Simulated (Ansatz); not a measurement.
```yaml
crystal:
  periodic: [false, false, false]
  atoms:
    - {symbol: F, position_ang: [-1.222452, 1.451004, -1.017904]}
    - {symbol: Si, position_ang: [0.318073, 1.022591, -0.834759]}
    - {symbol: Si, position_ang: [0.331614, -1.012493, 0.326022]}
    - {symbol: S, position_ang: [-0.900455, -0.799616, 2.065710]}
    - {symbol: H, position_ang: [0.925268, 0.935015, -2.188929]}
    - {symbol: H, position_ang: [0.996332, 2.088128, -0.054034]}
    - {symbol: H, position_ang: [1.692516, -1.316829, 0.839242]}
    - {symbol: H, position_ang: [-0.112850, -2.135925, -0.543019]}
    - {symbol: H, position_ang: [-1.939546, -0.278074, 1.390572]}
basis:
  gaussian: {orbitals: def2-TZVPP, point_charges: [{charge: 1.00, position_ang: [5.690, -0.276, -0.292]}]}
total_charge: 1
magnetization: {spin_polarized: true, initial_magnetization: 2}
hamiltonian: {xc: {name: RPBE}, dispersion: d3bjatm}
```

```sh
$ ansatz run in.yaml --threads 2 --pin off --events-out ev --progress --plain --max-ram 4352MiB
```

Output, abridged:

```
Error: a molecule whose nuclei and cores have a total charge of 58 cannot have a net charge of 1 together with 2 unpaired electrons
```

Something in this input is off. What?

The number of unpaired electrons doesn't fit the electron count. The input was rejected before any iteration.
